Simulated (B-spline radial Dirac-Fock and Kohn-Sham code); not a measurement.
## X-ray lines that fill the 1s vacancy in Tb⁴⁺

System: the Tb⁴⁺ ion, [Xe] 4f7, inside a Watson sphere of charge -4 and radius 1.6 Å (a model of the Madelung potential; inside it an electron's potential energy is raised by 36.0 eV).

Method: a relativistic independent-particle model: LDA orbitals of the hole state, radiative multipoles to third order, Auger rates from the Coulomb interaction with a continuum orbital, Dirac-Fock energies. Computed with an atomic code on a B-spline grid.

```
line  multipole  energy (eV)  width (meV)  share (%)
K-L2         E1      43740.4         6270       28.8
K-L3         E1      44478.2        11200       51.6
K-M2         E1      50222.9         1130       5.21
K-M3         E1      50377.6         2200       10.1
K-M4         E2      50717.0         18.4     0.0844
K-M5         E2      50749.9         24.1      0.111
K-N2         E1      51666.9          253       1.16
K-N3         E1      51701.5          494       2.27
K-N4         E2      51834.1         4.25     0.0195
K-N5         E2      51840.3         5.56     0.0255
K-O2         E1      51976.6         42.2      0.194
K-O3         E1      51982.0         81.8      0.376
```

The listed lines hold 100.0 % of the radiative rate. The radiative width is 21.8 eV in the length form and 22.3 eV in the velocity form; the two differ because the transition energies are not eigenvalue differences of the potential that gave the orbitals. Kα2/Kα1 is 0.558 and Kβ/Kα is 0.244.
